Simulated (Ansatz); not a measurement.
`[CH3][Cd][Br]` + HCl → `[Cl][Cd][Br]` + CH₄ at 400 K and 1 bar (ligand exchange at a Cd–C bond).

Calculated with Ansatz (gas phase, PBE0-D4/def2-TZVP geometries, no zero-point term in ΔE). CCSD(T)/CBS adds triple-zeta CCSD(T) − MP2 to the extrapolated MP2 energy (def2 sets, frozen cores). This one scheme is used for every species. Elements past krypton have def2 core potentials. For Br, Cd outer-core shells are correlated without core-valence functions, which leaves a few kJ/mol of doubt a bond. Scalar relativity is left out up to krypton.

```csv
species,CCSD(T)/CBS energy (Eh),H − E (kJ/mol),S (J/(mol·K))
`[CH3][Cd][Br]`,-2780.94166,118.9,333.6
HCl,-460.38127,29.6,195.4
`[Cl][Cd][Br]`,-3200.91128,25.7,321.3
CH₄,-40.46206,131.3,197.2
```

H − E and S are ideal-gas, rigid-rotor, harmonic terms from PBE0-D4/def2-TZVP. 1 Eh = 2625.50 kJ/mol, R = 8.31446 J/(mol·K).

**Question.** By hand: ΔE, ΔH, ΔS and ΔG.

**Answer.** ΔE = (-3200.91128) + (-40.46206) − (-2780.94166) − (-460.38127) = -0.05041 Eh = -132.4 kJ/mol. Δ(H − E) = 25.7 + 131.3 − 118.9 − 29.6 = 8.5, so ΔH = -123.9 kJ/mol. ΔS = 321.3 + 197.2 − 333.6 − 195.4 = -10.5 J/(mol·K). ΔG = -123.9 − 400 × (-10.5)/1000 = -119.7 kJ/mol.

**Question.** By hand: the equilibrium constant, and the temperature at which ΔG would vanish if ΔH and ΔS stayed fixed.

**Answer.** log₁₀ K = −ΔG/(RT ln 10) = 15.6. ΔG = 0 at ΔH/ΔS = 11800 K, far beyond where these terms or the molecules hold.

The number of gas molecules stays the same, so ΔS is small and ΔH decides. A doubt of 5 kJ/mol in ΔE shifts log₁₀ K by 0.7 here. These are equilibria of isolated gas molecules and say nothing of rates. Largest T1 diagnostic: 0.011 (customary marks: 0.02 for closed shells, 0.045 for open ones).
